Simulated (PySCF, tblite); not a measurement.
Isomers of [C5H14PSi]- (charge -1), one GFN2-xTB conformer each. Single-point energies are computed at PBE0/pcSseg-1 (PySCF, gas phase, no added dispersion term), electronic only.

| SMILES | GFN2-xTB relative energy (kcal/mol) |
| --- | --- |
| C[SiH2][P-]C(C)(C)C | 4.1 |
| CCC(C)(C)[P-][SiH3] | 0.0 |

Conformers: `[CH3:1][SiH2:2][P-:3][C:4]([CH3:5])([CH3:6])[CH3:7]` (charge -1) with C1–Si2–P3–C4 180°; `[CH3:1][CH2:2][C:3]([CH3:4])([CH3:5])[P-:6][SiH3:7]` (charge -1) with C1–C2–C3–C4 65°, C2–C3–P6–Si7 -54°.

Question: What does PBE0/pcSseg-1 give for the same structures?

Answer: 
```csv
SMILES,PBE0/pcSseg-1 E (Eh),PBE0/pcSseg-1 (kcal/mol),GFN2-xTB (kcal/mol),point group
C[SiH2][P-]C(C)(C)C,-829.28650,0.0,4.1,Cs
CCC(C)(C)[P-][SiH3],-829.27551,6.9,0.0,C1
```

GFN2-xTB puts CCC(C)(C)[P-][SiH3] lowest instead. As drawn, the lower has an Si–C bond, which the higher lacks.

Question: What happens when harmonic zero-point energies from GFN2-xTB frequencies are added?

Answer: 
| SMILES | ZPE (kcal/mol) | electronic (kcal/mol) | with ZPE (kcal/mol) |
| --- | --- | --- | --- |
| C[SiH2][P-]C(C)(C)C | 109.0 | 0.0 | 0.0 |
| CCC(C)(C)[P-][SiH3] | 107.8 | 6.9 | 5.8 |

The zero-point energies span 1.2 kcal/mol. The order is unchanged.
